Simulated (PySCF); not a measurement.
**Co (cobalt, neutral): UHF calculation**

Configuration: [Ar] 3d6 4s2 5s1, high-spin 6D determinant (an excited configuration). All numbers are calculated (PySCF 2.14, scalar relativity by spin-free X2C-1e, in aug-cc-pwCVTZ-DK with one added diffuse shell each of s, p, d, f, g type (11s10p8d5f4g, 152 functions)).

```
Total energy                                                  : -1391.585279 hartree
One-electron energy                                           : -1915.8702 hartree
Hartree (Coulomb) energy                                      : 582.6247 hartree
Exchange energy                                               : -58.3398 hartree
⟨S²⟩                                                          : 8.7572
⟨L²⟩                                                          : 6.018
Sum of ⟨r⟩                                                    : 27.43 bohr
Sum of ⟨r²⟩                                                   : 104.0 bohr²
Traceless quadrupole moment −½Σ⟨3z² − r²⟩ along its main axis : 0.0953 e·bohr²
Langevin diamagnetic susceptibility                           : -82.4 ×10⁻⁶ cm³/mol
```

```json
{"shell": "1s α", "electrons": "1", "mean orbital energy (hartree)": "-286.21806", "spread (hartree)": "0", "rms radius, mean of both spins (bohr)": "0.0649"}
{"shell": "1s β", "electrons": "1", "mean orbital energy (hartree)": "-286.21727", "spread (hartree)": "0", "rms radius, mean of both spins (bohr)": "0.0649"}
{"shell": "2s α", "electrons": "1", "mean orbital energy (hartree)": "-36.01628", "spread (hartree)": "0", "rms radius, mean of both spins (bohr)": "0.276"}
{"shell": "2s β", "electrons": "1", "mean orbital energy (hartree)": "-35.87226", "spread (hartree)": "0", "rms radius, mean of both spins (bohr)": "0.276"}
{"shell": "2p α", "electrons": "3", "mean orbital energy (hartree)": "-30.77867", "spread (hartree)": "0.03950", "rms radius, mean of both spins (bohr)": "0.249"}
{"shell": "2p β", "electrons": "3", "mean orbital energy (hartree)": "-30.63820", "spread (hartree)": "0.00134", "rms radius, mean of both spins (bohr)": "0.249"}
{"shell": "3s α", "electrons": "1", "mean orbital energy (hartree)": "-5.26335", "spread (hartree)": "0", "rms radius, mean of both spins (bohr)": "0.823"}
{"shell": "3s β", "electrons": "1", "mean orbital energy (hartree)": "-4.86923", "spread (hartree)": "0", "rms radius, mean of both spins (bohr)": "0.823"}
{"shell": "3p α", "electrons": "3", "mean orbital energy (hartree)": "-3.68728", "spread (hartree)": "0.08294", "rms radius, mean of both spins (bohr)": "0.878"}
{"shell": "3p β", "electrons": "3", "mean orbital energy (hartree)": "-3.21568", "spread (hartree)": "0.06172", "rms radius, mean of both spins (bohr)": "0.878"}
{"shell": "3d α", "electrons": "5", "mean orbital energy (hartree)": "-1.17409", "spread (hartree)": "0.09819", "rms radius, mean of both spins (bohr)": "1.06"}
{"shell": "3d β", "electrons": "1", "mean orbital energy (hartree)": "-0.94862", "spread (hartree)": "0", "rms radius, mean of both spins (bohr)": "1.06"}
{"shell": "4s α", "electrons": "1", "mean orbital energy (hartree)": "-0.50765", "spread (hartree)": "0", "rms radius, mean of both spins (bohr)": "2.78"}
{"shell": "4s β", "electrons": "1", "mean orbital energy (hartree)": "-0.46292", "spread (hartree)": "0", "rms radius, mean of both spins (bohr)": "2.78"}
{"shell": "5s α", "electrons": "1", "mean orbital energy (hartree)": "-0.09482", "spread (hartree)": "0", "rms radius, mean of both spins (bohr)": "8.68"}
```

The outer electron is Rydberg-like, and this basis confines it to a smaller radius and binds it less than a complete one would.

Densities and radii are taken from the X2C orbitals without a picture-change correction, which distorts them close to the nucleus.

Spin-orbit constants ζ (cm⁻¹) from the X2C one-electron operator on these orbitals: bare nucleus, nucleus screened by l(l+1)(2l+1)/3 electrons, and screened by the Breit-Pauli mean field of the electrons.

```csv
shell,bare,screened nucleus,mean field
2p,83580,77390,n/a
3p,10590,9809,n/a
3d,1042,655.8,n/a
```

To first order the Landé constant is A = -131.2 cm⁻¹, so the lowest level has J = 9/2 and lies 0.0813 eV below the centre of the term. This holds in LS coupling only.
